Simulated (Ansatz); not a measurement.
Consider the ligand exchange at the Si–C bond: `FC([SiH3])[SiH2][SiH3]` + HI → `[SiH3][SiH2]I` + `FC[SiH3]`.

Gas-phase electronic energies from Ansatz, PBE0-D4/def2-TZVP geometries. CCSD(T)/CBS is the MP2 limit (def2-TZVPP, def2-QZVPP) plus CCSD(T) − MP2 in def2-TZVPP, frozen cores. Elements past krypton have def2 core potentials. For I outer-core shells are correlated without core-valence functions, which leaves a few kJ/mol of doubt a bond. One conformer a species, not always the lowest.

`FC([SiH3])[SiH2][SiH3]`:

Z-matrix (Å, degrees):
```
C
Si 1 1.894
Si 1 1.903 2 115.4
F 1 1.408 2 108.8 3 122.4
H 1 1.098 2 108.5 3 -121.3
H 2 1.485 1 109.8 3 -59.4
H 2 1.485 1 110.0 3 180.0
H 2 1.487 1 108.1 3 60.1
Si 3 2.341 1 111.8 2 63.1
H 3 1.489 1 109.0 2 -175.1
H 3 1.490 1 107.2 2 -57.9
H 9 1.486 3 110.5 1 55.3
H 9 1.487 3 110.6 1 -65.5
H 9 1.488 3 109.1 1 175.1
```

HI:

```xyz
2

I    -0.737   -0.043   -0.321
H     0.737    0.043    0.321
```

`[SiH3][SiH2]I`:

```xyz
8

Si   -0.672   -0.170    1.009
Si    0.410    0.080   -1.046
I     2.688    0.865   -0.599
H    -2.066   -0.648    0.802
H    -0.699    1.142    1.705
H     0.072   -1.158    1.831
H     0.515   -1.201   -1.789
H    -0.249    1.089   -1.913
```

`FC[SiH3]`:

Cartesian coordinates in Å:
```
F 0.100 -0.651 1.820
C 0.511 -0.667 0.491
Si -0.456 0.618 -0.514
H 0.353 -1.676 0.097
H 1.586 -0.462 0.463
H 0.027 0.552 -1.920
H -0.215 1.976 0.033
H -1.907 0.310 -0.470
```

```csv
species,CCSD(T)/CBS(def2) energy (Eh)
`FC([SiH3])[SiH2][SiH3]`,-1010.46161
HI,-298.03592
`[SiH3][SiH2]I`,-878.63094
`FC[SiH3]`,-429.90570
```

Work out ΔE.

ΔE = (-878.63094) + (-429.90570) − (-1010.46161) − (-298.03592) = -0.03911 Eh = -1.06 eV.

Largest T1 diagnostic among the species: 0.013.

In def2-TZVPP, CCSD(T) changes the Hartree–Fock value by +0.23 eV (the triples alone add +0.02 eV) and MP2 by +0.13 eV. From PBE to PBE0 (25 % exact exchange), in def2-TZVPP and without D4, ΔE moves by −0.05 eV. The D4 term adds +0.08 eV with B3LYP and +0.05 eV with PBE0; it sums over pairs of atoms, weighted by their polarisabilities, and B3LYP, whose exchange is more repulsive, gets the larger term.

B3LYP here is the variant with VWN-RPA as its local correlation; programs differ in this.
